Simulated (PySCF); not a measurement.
B(Br)2(OH) (BBr2HO), SMILES OB(Br)Br. Atoms are numbered in the order given.

```xyz
5

B      0.6482    -0.0105     0.0000
Br    -0.3211     1.6541     0.0000
Br    -0.2932    -1.6692     0.0000
O      1.9842    -0.0329     0.0000
H      2.3849     0.8448     0.0000
```

Geometry: PBE0-D3(BJ)/def2-SVP. One conformer was computed; it need not be the lowest.

Two levels are set side by side: PBE/pcSseg-1 (PySCF) and KT2/pcSseg-1 (PySCF). GIAO shifts against BF3 (¹¹B), H2O (¹⁷O), TMS (¹H) at the same level; non-relativistic, no solvent, atoms listed together averaged. Without spin–orbit terms, shifts of atoms bonded to Cl or Br come out too high at both levels. Differences are taken from unrounded values.

```json
[
 {"quantity": "δ(¹¹B) of B1 (ppm)", "PBE": "30.0"},
 {"quantity": "δ(¹⁷O) of O4 (ppm)", "PBE": "219.8"},
 {"quantity": "δ(¹H) of H5 (ppm)", "PBE": "6.22"}
]
```

Task: These are the PBE values. What does KT2 give? (Estimate from the structure and the level; the computed values follow.)

Result: 
| quantity | KT2 | PBE minus KT2 |
|---|---|---|
| δ(¹¹B) of B1 (ppm) | 27.8 | 2.2 |
| δ(¹⁷O) of O4 (ppm) | 210.5 | 9.3 |
| δ(¹H) of H5 (ppm) | 6.07 | 0.16 |

Rough cost on one machine, each run with all the roots and properties that it gave: KT2 against PBE within a factor of 2.
